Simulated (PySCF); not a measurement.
Ground-state electric properties of a mixed set of molecules.

All values: PBE0/def2-SVPD (PySCF) at GFN2-xTB geometries, gas phase, one conformer each. Core orbitals are frozen in the response; Δα² is half the sum of the squared differences of the principal polarisabilities.

Task: Rank by HOMO energy, highest first.
A. `C1=CC=C2[SiH2]C=CC2=C1`
B. `c1c([SiH2]C#C)cccc1`
C. `CC=C1CC1`

Result: A (-6.58 eV), C (-7.02 eV), B (-7.45 eV).

Task: Rank by polarisability anisotropy Δα, highest first.
A. `C1=Cc2ccccc2[SiH2]1`
B. `CC=C1CC1` (ethylidenecyclopropane)
C. `[CH:1]#[C:2][SiH2:3][c:4]1[cH:5][cH:6][cH:7][cH:8][cH:9]1` with C2–Si3–C4–C5 27°
D. `[NH2:1][SiH2:2][c:3]1[cH:4][cH:5][cH:6][o:7]1` with H–N1–Si2–C3 -68° and 68°, N1–Si2–C3–C4 149°

Result: A (11.14 Å³), C (9.43 Å³), D (5.86 Å³), B (4.65 Å³).

All values together:

```json
{"SMILES": "N[SiH2]c1ccco1", "formula": "C4H7NOSi", "μ (D)": "1.30", "HOMO (eV)": "-6.64", "LUMO (eV)": "-0.26", "α (Å³)": "12.18", "Δα (Å³)": "5.86", "electrons": "60", "α per electron (Å³)": "0.203"}
{"SMILES": "C=CCC=C", "formula": "C5H8", "μ (D)": "0.13", "HOMO (eV)": "-7.41", "LUMO (eV)": "-0.14", "α (Å³)": "9.34", "Δα (Å³)": "5.73", "electrons": "38", "α per electron (Å³)": "0.246"}
{"SMILES": "CC=C1CC1", "formula": "C5H8", "μ (D)": "0.13", "HOMO (eV)": "-7.02", "LUMO (eV)": "0.47", "α (Å³)": "9.02", "Δα (Å³)": "4.65", "electrons": "38", "α per electron (Å³)": "0.237"}
{"SMILES": "C#C[SiH2]c1ccccc1", "formula": "C8H8Si", "μ (D)": "0.74", "HOMO (eV)": "-7.45", "LUMO (eV)": "-0.71", "α (Å³)": "16.93", "Δα (Å³)": "9.43", "electrons": "70", "α per electron (Å³)": "0.242"}
{"SMILES": "C1=Cc2ccccc2[SiH2]1", "formula": "C8H8Si", "μ (D)": "0.35", "HOMO (eV)": "-6.58", "LUMO (eV)": "-1.38", "α (Å³)": "17.11", "Δα (Å³)": "11.14", "electrons": "70", "α per electron (Å³)": "0.244"}
```

Conformers: `[NH2:1][SiH2:2][c:3]1[cH:4][cH:5][cH:6][o:7]1` with H–N1–Si2–C3 -68° and 68°, N1–Si2–C3–C4 149°; `[CH2:1]=[CH:2][CH2:3][CH:4]=[CH2:5]` with C1–C2–C3–C4 117°, C2–C3–C4–C5 117°; `[CH:1]#[C:2][SiH2:3][c:4]1[cH:5][cH:6][cH:7][cH:8][cH:9]1` with C2–Si3–C4–C5 27°.
